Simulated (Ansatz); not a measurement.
One change: `F[CH]1[SiH2][SnH2]1` becomes `[CH2]1[SiH2][SnH2]1`.

Ansatz, PBE0-D4/def2-TZVP geometries, multiplicity 1. 

Elements past krypton have def2 core potentials.

| property | `F[CH]1[SiH2][SnH2]1` |
| --- | --- |
| zero-point energy (PBE0-D4/def2-TZVP) / kJ/mol | 125.7 |
| LUMO energy (B3LYP/def2-TZVPP) / eV | -1.31 |
| size of the dipole moment (PBE/def2-TZVPP) / D | 1.44 |
| HOMO–LUMO gap (B3LYP/def2-TZVPP) / eV | 5.01 |
| HOMO–LUMO gap (PBE/def2-TZVPP) / eV | 3.65 |
| size of the dipole moment (B3LYP/def2-TZVPP) / D | 1.69 |

(1) What does the change do to each property? (An estimate is asked.)

Results:

(1) The calculation gave: 
| property | `[CH2]1[SiH2][SnH2]1` | shift |
| --- | --- | --- |
| zero-point energy (PBE0-D4/def2-TZVP) / kJ/mol | 144.6 | 18.9 |
| LUMO energy (B3LYP/def2-TZVPP) / eV | -1.11 | 0.20 |
| size of the dipole moment (PBE/def2-TZVPP) / D | 0.35 | -1.09 |
| HOMO–LUMO gap (B3LYP/def2-TZVPP) / eV | 4.94 | -0.07 |
| HOMO–LUMO gap (PBE/def2-TZVPP) / eV | 3.65 | 0.00 |
| size of the dipole moment (B3LYP/def2-TZVPP) / D | 0.33 | -1.36 |

With PBE0 the HOMO rises by 0.27 eV and the LUMO rises by 0.20 eV, so the gap narrows by about 0.07 eV. PBE moves the HOMO by 0.18 eV and ωB97M-V by 0.29 eV. Dipoles are sizes alone; their direction can turn.

Positive LUMOs are unbound, so they and the gaps depend on the basis.

B3LYP here is the variant with VWN-RPA as its local correlation; programs differ in this.
